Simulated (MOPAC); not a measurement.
MOPAC input (PM3):

```
PM3 PRECISE GNORM=0.05 LET XYZ CHARGE=-1 GEO-OK AUX(PRECISION=9) THREADS=1
C3H8GeI

C    -0.03345900 1    2.09337200 1    1.90920500 1
Ge   -0.23764900 1    0.39893200 1    1.27124300 1
C    -2.08163400 1   -0.30876700 1    1.19635200 1
C     0.99419400 1   -0.97457900 1    1.98029500 1
I     0.33385900 1   -0.33890400 1   -1.59774400 1
H     0.97727300 1    2.47482500 1    2.02826100 1
H    -0.74693900 1    2.84805800 1    1.58880800 1
H    -2.45128400 1   -0.49509100 1    2.20731100 1
H    -2.73058500 1    0.41988900 1    0.71049100 1
H    -2.09920500 1   -1.23123300 1    0.61878200 1
H     2.01910200 1   -0.60825700 1    1.92105400 1
H     0.91383400 1   -1.88345400 1    1.38672200 1
H     0.75343600 1   -1.18880400 1    3.02410500 1
```

From the output:

```
                                                       MOPAC v23.2.5 Linux

          FINAL HEAT OF FORMATION =        -50.48078 KCAL/MOL =    -211.21158 KJ/MOL

          COSMO AREA              =        156.92 SQUARE ANGSTROMS
          COSMO VOLUME            =        157.60 CUBIC ANGSTROMS

          GRADIENT NORM           =          0.04767          =       0.01322 PER ATOM
          IONIZATION POTENTIAL    =          2.436566 EV
          HOMO LUMO ENERGIES (EV) =         -2.437  3.136
          NO. OF FILLED LEVELS    =         16
          MOLECULAR WEIGHT        =        243.5907         POINT GROUP:  Cs

          MOLECULAR DIMENSIONS (Angstroms)

            Atom       Atom       Distance
            H    11    H     9     4.87794
            H     8    H     7     4.20680
            H    13    I     5     3.31717

          SCF CALCULATIONS        =         73

   ATOM   CHEMICAL          X               Y               Z
  NUMBER   SYMBOL      (ANGSTROMS)     (ANGSTROMS)     (ANGSTROMS)

     1       C          0.08642155  *   2.04408747  *   1.39915708  *
     2      Ge         -0.24531385  *   0.33135318  *   1.24463592  *
     3       C         -2.08682588  *  -0.30776220  *   1.12319111  *
     4       C          1.03212407  *  -0.98288542  *   1.91946130  *
     5       I          0.26756844  *  -0.26609638  *  -1.27785177  *
     6       H          1.05140571  *   2.44815996  *   1.67422398  *
     7       H         -0.65253884  *   2.81760846  *   1.23875813  *
     8       H         -2.27381246  *  -1.05237547  *   1.89699374  *
     9       H         -2.77819732  *   0.52411421  *   1.25597600  *
    10       H         -2.25070698  *  -0.75680121  *   0.14314536  *
    11       H          1.84799500  *  -0.47692494  *   2.43520144  *
    12       H          1.43677105  *  -1.55641125  *   1.08502517  *
    13       H          0.53675498  *  -1.65955876  *   2.61580201  *

                             CARTESIAN COORDINATES

   1    C        0.086421553     2.044087469     1.399157077
   2   Ge       -0.245313854     0.331353185     1.244635921
   3    C       -2.086825877    -0.307762203     1.123191107
   4    C        1.032124073    -0.982885420     1.919461297
   5    I        0.267568440    -0.266096382    -1.277851772
   6    H        1.051405706     2.448159956     1.674223983
   7    H       -0.652538838     2.817608464     1.238758131
   8    H       -2.273812465    -1.052375471     1.896993743
   9    H       -2.778197320     0.524114206     1.255976004
  10    H       -2.250706984    -0.756801208     0.143145365
  11    H        1.847995005    -0.476924939     2.435201436
  12    H        1.436771049    -1.556411251     1.085025173
  13    H        0.536754981    -1.659558758     2.615802009

           Empirical Formula: C3 H8 Ge I  =    13 atoms

      MOLECULAR POINT GROUP   :   Cs

                  EIGENVALUES
 -25.12109 -24.07134 -22.31192 -10.29163 -10.22209 -10.14021  -9.34643  -9.29222
  -8.60241  -7.39121  -6.92326  -6.72037  -5.86788  -5.84894  -4.18808  -2.43657
   3.13571   4.64478   4.90841   8.06172   8.34158   8.37766   8.56933   8.58566
   8.74483   8.89056   8.91816   8.92396

              NET ATOMIC CHARGES AND DIPOLE CONTRIBUTIONS

  ATOM NO.   TYPE          CHARGE      No. of ELECS.   s-Pop       p-Pop
    1          C          -0.349629        4.3496     1.25962     3.09000
    2         Ge           0.152325        3.8477     0.64624     3.20143
    3          C          -0.221691        4.2217     1.16333     3.05836
    4          C          -0.221667        4.2217     1.16332     3.05835
    5          I          -0.712776        7.7128     1.80318     5.90960
    6          H           0.051040        0.9490     0.94896
    7          H           0.051057        0.9489     0.94894
    8          H           0.025693        0.9743     0.97431
    9          H           0.028965        0.9710     0.97103
   10          H           0.071036        0.9290     0.92896
   11          H           0.028993        0.9710     0.97101
   12          H           0.070957        0.9290     0.92904
   13          H           0.025698        0.9743     0.97430
 DIPOLE           X         Y         Z       TOTAL
 POINT-CHG.    -0.614    -0.738     1.781     2.023
 HYBRID         0.081     0.506     0.112     0.524
 SUM           -0.532    -0.233     1.893     1.980

          ATOMIC ORBITAL ELECTRON POPULATIONS

     Atom    s        px        py        pz
    1  C   1.25962   0.99944   1.06423   1.02633
    2 Ge   0.64624   1.01452   0.92797   1.25894
    3  C   1.16333   1.03127   1.00404   1.02305
    4  C   1.16332   1.01852   1.02526   1.01457
    5  I   1.80318   1.99359   1.99220   1.92381
    6  H   0.94896
    7  H   0.94894
    8  H   0.97431
    9  H   0.97103
   10  H   0.92896
   11  H   0.97101
   12  H   0.92904
   13  H   0.97430

 **********************
 *                    *
 * JOB ENDED NORMALLY *
 *                    *
 **********************

 == MOPAC DONE ==
```

The dipole moment of an ion depends on the origin.

The geometry given is a B3LYP-D3(BJ)/def2-TZVP minimum.
